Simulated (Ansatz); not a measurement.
Consider the substitution at a C–Al bond: `F[CH2][AlH][O][SiH3]` + CH₃SH → `CSCF` + `[AlH2][O][SiH3]`.

Program: Ansatz. Geometries: PBE0-D4/def2-TZVP. ΔE: electronic, gas phase. CBS: MP2 limit from def2 TZ/QZ plus the TZ coupled-cluster correction, frozen cores. This one scheme is used for every species. DFT in def2-TZVPP. B3LYP here is the variant with VWN-RPA as its local correlation; programs differ in this. One conformer a species, not always the lowest.

```json
{"level": "PBE-D4", "ΔE (kcal/mol)": "1.5", "difference from CCSD(T)/CBS": "-0.5"}
{"level": "r2SCAN-D4", "ΔE (kcal/mol)": "1.6", "difference from CCSD(T)/CBS": "-0.4"}
{"level": "PBE0-D4", "ΔE (kcal/mol)": "1.7", "difference from CCSD(T)/CBS": "-0.3"}
{"level": "B3LYP-D4", "ΔE (kcal/mol)": "2.3", "difference from CCSD(T)/CBS": "0.3"}
{"level": "ωB97X-V", "ΔE (kcal/mol)": "1.5", "difference from CCSD(T)/CBS": "-0.5"}
{"level": "ωB97M-V", "ΔE (kcal/mol)": "2.1", "difference from CCSD(T)/CBS": "0.1"}
{"level": "B2PLYP", "ΔE (kcal/mol)": "2.1", "difference from CCSD(T)/CBS": "0.1"}
{"level": "PBE", "ΔE (kcal/mol)": "1.7", "difference from CCSD(T)/CBS": "-0.3"}
{"level": "r2SCAN", "ΔE (kcal/mol)": "1.6", "difference from CCSD(T)/CBS": "-0.4"}
{"level": "PBE0", "ΔE (kcal/mol)": "1.7", "difference from CCSD(T)/CBS": "-0.3"}
{"level": "B3LYP", "ΔE (kcal/mol)": "2.6", "difference from CCSD(T)/CBS": "0.6"}
{"level": "HF/def2-TZVPP", "ΔE (kcal/mol)": "1.8", "difference from CCSD(T)/CBS": "-0.2"}
{"level": "MP2/def2-TZVPP", "ΔE (kcal/mol)": "1.3", "difference from CCSD(T)/CBS": "-0.7"}
{"level": "SCS-MP2/def2-TZVPP", "ΔE (kcal/mol)": "1.5", "difference from CCSD(T)/CBS": "-0.5"}
{"level": "CCSD/def2-TZVPP", "ΔE (kcal/mol)": "2.5", "difference from CCSD(T)/CBS": "0.5"}
{"level": "CCSD(T)/def2-TZVPP", "ΔE (kcal/mol)": "2.1", "difference from CCSD(T)/CBS": "0.1"}
{"level": "HF/def2-QZVPP", "ΔE (kcal/mol)": "1.8", "difference from CCSD(T)/CBS": "-0.2"}
{"level": "MP2/def2-QZVPP", "ΔE (kcal/mol)": "1.3", "difference from CCSD(T)/CBS": "-0.7"}
{"level": "SCS-MP2/def2-QZVPP", "ΔE (kcal/mol)": "1.5", "difference from CCSD(T)/CBS": "-0.5"}
{"level": "HF/CBS(def2)", "ΔE (kcal/mol)": "1.8", "difference from CCSD(T)/CBS": "-0.2"}
{"level": "MP2/CBS(def2)", "ΔE (kcal/mol)": "1.3", "difference from CCSD(T)/CBS": "-0.7"}
{"level": "CCSD/CBS(def2)", "ΔE (kcal/mol)": "2.4", "difference from CCSD(T)/CBS": "0.4"}
{"level": "CCSD(T)/CBS", "ΔE (kcal/mol)": "2.0", "difference from CCSD(T)/CBS": "0"}
```

Largest T1 diagnostic among the species: 0.012.
